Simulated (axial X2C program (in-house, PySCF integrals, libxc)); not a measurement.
CaI: from Re and ωe to a spectrum

A bond curve at the CCSD(T) level, two-component, was computed with an in-house all-electron X2C program for linear molecules (integrals from PySCF) (basis I dyall-cv3z [11s12p8d4f1g], Ca dyall-cv3z [11s12p6d4f] (cores contracted in-house)) for the state Ω = 1/2 (⟨Sz⟩ = 0.50, ⟨Lz⟩ = 0.00 at HF). Its fit gives Re = 2.9021 Å, ωe = 229.0 cm⁻¹, ωexe = 0.583 cm⁻¹ and αe = 2.470e-04 cm⁻¹; the masses are 126.9045 and 39.9626 u. Two-component means X2C with spin–orbit coupling and atomic mean-field Coulomb and Gaunt terms.

Correlated methods: 9 electrons correlated (number of frozen shells: I 4 s, 3 p, 2 d; Ca 3 s, 2 p), 299 virtual spin orbitals or spinors in MP2, 90 natural virtuals in coupled cluster.

**Question.** Find the reduced mass, Be and the force constant.

**Answer.** From the CCSD(T) values: μ = 30.3921 u. Be = 16.8576/(μ Re²) = 0.06586 cm⁻¹. k = 5.8918×10⁻⁷ μ ωe² = 0.939 mdyn/Å.

**Question.** Where do the fundamental and the first overtone lie?

**Answer.** ν(1←0) = ωe − 2ωexe = 227.8 cm⁻¹; ν(2←0) = 2ωe − 6ωexe = 454.5 cm⁻¹.

**Question.** Estimate the centrifugal constant by the Kratzer relation.

**Answer.** D = 4Be³/ωe² = 2.18e-08 cm⁻¹.

**Question.** Estimate De from a Morse curve and compare with the computed well depth of 2.674 eV to I + Ca.

**Answer.** De(Morse) = ωe²/(4ωexe) = 2.788 eV against 2.674 eV computed, a ratio of 1.04. For De the Morse form works well here.

**Question.** A Morse curve ties αe to the other constants (Pekeris). How well does that hold?

**Answer.** αe(Morse) = 6Be²/ωe × (√(ωexe/Be) − 1) = 2.245e-04 cm⁻¹; the CCSD(T) curve gives 2.470e-04 cm⁻¹, a ratio of 0.91.

One determinant describes the state; a PBE0 search over occupations chose it and may have missed a lower one. De is counted from the lowest determinant-based energies of the atoms at the same level, without counterpoise correction. CCSD and (T) use frozen natural virtuals with an MP2 correction for the truncation; (T) itself is uncorrected, so its De runs slightly low. The outer-core s and p shells of the metal are frozen in the correlated rows, which leaves out core–valence correlation; for alkali and alkaline-earth bonds that tends to lengthen them. With the outer-core shells frozen, correlated bond lengths of heavy atoms tend to come out a few hundredths of an ångström too long.
